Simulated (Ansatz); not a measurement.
Compare A (`C[Si]1(F)[SiH2]S1`) with its isomer B (`F[Si]1(S)C[SiH2]1`).

Gas-phase electronic energies from Ansatz, PBE0-D4/def2-TZVP geometries. CCSD(T)/CBS adds triple-zeta CCSD(T) − MP2 to the extrapolated MP2 energy (def2 sets, frozen cores). DFT in def2-TZVPP. One conformer a species, not always the lowest.

A:

```xyz
10

C     0.300   -1.571    0.728
Si   -0.547   -0.202   -0.183
F    -2.099   -0.573   -0.284
Si    0.092    1.933   -0.401
S     0.330    0.471   -1.997
H     1.360   -1.343    0.846
H     0.201   -2.505    0.170
H    -0.148   -1.709    1.715
H     1.371    2.475    0.121
H    -0.860    3.024   -0.715
```

B:

Z-matrix (Å, degrees):
```
Si
S 1 2.111
C 1 1.861 2 118.0
F 1 1.598 2 112.3 3 137.4
Si 1 2.233 2 120.1 3 -64.2
H 2 1.347 1 94.8 3 -66.3
H 3 1.088 1 119.3 2 4.3
H 3 1.090 1 116.9 2 143.4
H 5 1.482 1 122.4 2 -157.6
H 5 1.482 1 122.4 2 3.9
```

Problem. Which isomer does CCSD(T)/CBS put lower? Give the gap. (Best estimate.)

Solution. Ansatz gave: A, by 33.5 kcal/mol.

Problem. Give E(B) − E(A) in kcal/mol with HF/def2-TZVPP, r2SCAN-D4, B2PLYP, CCSD(T)/def2-TZVPP, ωB97M-V, PBE-D4, MP2/def2-TZVPP. (An estimate is asked.)

Solution. The calculation gave: HF/def2-TZVPP 34.4, r2SCAN-D4 33.5, B2PLYP 33.2, CCSD(T)/def2-TZVPP 32.6, ωB97M-V 32.7, PBE-D4 32.3, MP2/def2-TZVPP 34.1. None reverses the order clearly.

Largest T1 diagnostic: 0.013.

From PBE to PBE0 (25 % exact exchange), in def2-TZVPP and without D4, E(B) − E(A) moves by +1.0 kcal/mol.
